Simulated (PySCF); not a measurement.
From one molecule to another.

First species: C7H10N2.
Structure used (GFN2-xTB), in Å, numbered top down from 1:
```
atom  x, y, z in Å
C1    -3.1806   -0.5066    0.9444
C2    -1.9135    0.2588    0.7726
C3    -1.1171    0.1568   -0.2772
C4     0.1642    0.9389   -0.4349
C5     0.1014    1.7027   -1.6612
N6     0.0383    2.2827   -2.6439
C7     1.3343   -0.0055   -0.5017
N8     2.2296    0.0442    0.3712
C9     3.3340   -0.8587    0.3425
H10   -3.3403   -1.1931    0.1169
H11   -3.1553   -1.0713    1.8757
H12   -4.0246    0.1805    0.9988
H13   -1.6621    0.9347    1.5803
H14   -1.3536   -0.5135   -1.0932
H15    0.3094    1.6235    0.4074
H16    1.3257   -0.7216   -1.3367
H17    3.3499   -1.4014    1.2883
H18    4.2501   -0.2703    0.2830
H19    3.3002   -1.5716   -0.4924
```

Second species: C6H11OP.
SMILES with atom numbers: `[CH2:1]=[CH:2][P:3]1[CH2:4][CH2:5][O:6][CH2:7][CH2:8]1` (hydrogens: H9, H10 on C1; H11 on C2; H12, H13 on C4; H14, H15 on C5; H16, H17 on C7; H18, H19 on C8)

Levels: PBE0/pcSseg-1 for HOMO energy, LUMO energy and HOMO–LUMO gap. Geometries: GFN2-xTB. Each species is one conformer at its optimised geometry, gas phase, non-relativistic unless stated. Electronic properties by PySCF.

Dipoles, sizes and rotational constants follow the conformer. The torsions of the flexible species, by atom-mapped SMILES:
- `[CH3:1]/[CH:2]=[CH:3]/[C@H:4]([C:5]#[N:6])/[CH:7]=[N:8]/[CH3:9]`: C2–C3–C4–C5 -123°, C3–C4–C7–N8 -118°

The conformers of `C=CP1CCOCC1` aren't listed.

Values for the first species:

* HOMO energy: -7.50 eV
* LUMO energy: -0.71 eV
* HOMO–LUMO gap: 6.79 eV

Task: Estimate the same properties for the second species, and the change in each.

Result: 
```csv
property,first,second,second less first
HOMO energy,-7.50 eV,-6.64 eV,+0.86 eV
LUMO energy,-0.71 eV,-0.31 eV,+0.40 eV
HOMO–LUMO gap,6.79 eV,6.33 eV,-0.46 eV
```

On the second:  GFN2-xTB frequencies show an imaginary mode (52i cm⁻¹), so this geometry is no minimum at that level.
